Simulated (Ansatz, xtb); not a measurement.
Two isomers of C5H5N3

Structure X: `C#Cn1cc(N)cn1`, a singlet. Structure Y: `C#Cc1n[nH]cc1N`, a singlet. Both are isolated molecules in the gas phase, relaxed with PBE0-D3(BJ)/def2-SVP; the shapes shown needn't be the lowest conformers.

X (Å):

```json
{"atom": "C", "x (Å)": "-1.7371", "y (Å)": "3.6738", "z (Å)": "-0.2752"}
{"atom": "C", "x (Å)": "-1.3232", "y (Å)": "2.5545", "z (Å)": "-0.4732"}
{"atom": "C", "x (Å)": "-1.3346", "y (Å)": "0.1652", "z (Å)": "-0.0187"}
{"atom": "C", "x (Å)": "-0.6121", "y (Å)": "-0.8886", "z (Å)": "-0.5349"}
{"atom": "C", "x (Å)": "0.2478", "y (Å)": "-0.2785", "z (Å)": "-1.4969"}
{"atom": "N", "x (Å)": "-0.8848", "y (Å)": "1.2966", "z (Å)": "-0.6711"}
{"atom": "N", "x (Å)": "-0.6347", "y (Å)": "-2.2250", "z (Å)": "-0.1759"}
{"atom": "N", "x (Å)": "0.0720", "y (Å)": "1.0246", "z (Å)": "-1.5697"}
{"atom": "H", "x (Å)": "-2.0970", "y (Å)": "4.6707", "z (Å)": "-0.1054"}
{"atom": "H", "x (Å)": "-2.1079", "y (Å)": "0.2245", "z (Å)": "0.7420"}
{"atom": "H", "x (Å)": "-0.3638", "y (Å)": "-2.8580", "z (Å)": "-0.9186"}
{"atom": "H", "x (Å)": "-1.4921", "y (Å)": "-2.5317", "z (Å)": "0.2668"}
{"atom": "H", "x (Å)": "0.9885", "y (Å)": "-0.7654", "z (Å)": "-2.1317"}
```

Y (Å):

```yaml
atoms:
  - { symbol: C, position_ang: [-1.7225, 3.2158, -0.5135] }
  - { symbol: C, position_ang: [-1.2543, 2.1234, -0.2646] }
  - { symbol: C, position_ang: [-0.7431, 0.8145, -0.0594] }
  - { symbol: C, position_ang: [-0.2116, -1.3163, -0.3527] }
  - { symbol: C, position_ang: [-0.8224, -0.2566, -1.0022] }
  - { symbol: N, position_ang: [-0.1309, 0.4273, 1.0662] }
  - { symbol: N, position_ang: [0.1699, -0.8350, 0.8656] }
  - { symbol: N, position_ang: [-1.3389, -0.1804, -2.2802] }
  - { symbol: H, position_ang: [-2.1232, 4.1927, -0.7105] }
  - { symbol: H, position_ang: [0.6453, -1.3496, 1.5949] }
  - { symbol: H, position_ang: [-0.0194, -2.3409, -0.6599] }
  - { symbol: H, position_ang: [-1.9471, 0.6190, -2.4200] }
  - { symbol: H, position_ang: [-1.7562, -1.0340, -2.6293] }
```

Question: Which of the two would you expect CCSD(T)/def2-SVP + ΔMP2/def2-TZVPP electronic energies to favour?

Answer: Structure Y; the calculation gives E(Y) − E(X) = −63.7 kJ/mol.

Level by level:

```tsv
level	geometry	E(Y) − E(X) (kJ/mol)	departure from the last row (kJ/mol)	job, with rough time for the two
GFN2-xTB	GFN2-xTB	+7.6	+71.3	optimisation, 0.15 s
HF/STO-3G	GFN2-xTB	−41.6	+22.1	single point, 0.56 s
r2SCAN-D4/def2-SVP	GFN2-xTB	−64.9	−1.2	single point, 6.3 s
PBE0-D3(BJ)/def2-SVP	PBE0-D3(BJ)/def2-SVP	−62.2	+1.5	optimisation, 59 s
HF/def2-SVP	PBE0-D3(BJ)/def2-SVP	−54.0	+9.7	part of the CCSD(T) run
MP2/def2-SVP	PBE0-D3(BJ)/def2-SVP	−67.1	−3.4	part of the CCSD(T) run
CCSD(T)/def2-SVP	PBE0-D3(BJ)/def2-SVP	−59.2	+4.5	single point
CCSD(T)/def2-SVP + ΔMP2/def2-TZVPP	PBE0-D3(BJ)/def2-SVP	−63.7		single point, 2.3 min
```

As drawn, Y has 1 C–C, 1 N–H in place of 1 C–N, 1 C–H.

GFN2-xTB puts the two in the other order. The largest departure from CCSD(T)/def2-SVP + ΔMP2/def2-TZVPP is that of GFN2-xTB, 71.3 kJ/mol. The last row adds to CCSD(T) the change of the MP2 difference between the two basis sets, here −4.5 kJ/mol.

With thermal terms from frequencies at re-optimised GFN2-xTB minima (ideal gas, soft modes damped towards free rotors, one conformer each, 298.15 K, 1 atm): the zero-point term adds +0.5 kJ/mol; ΔH is −63.0 and ΔG −63.2 kJ/mol.

The correlated steps freeze 8 core orbitals. Run with Ansatz 0.2.0, xtb 6.7.1; the last row on 2 threads of Arm Neoverse V2 on a shared host.
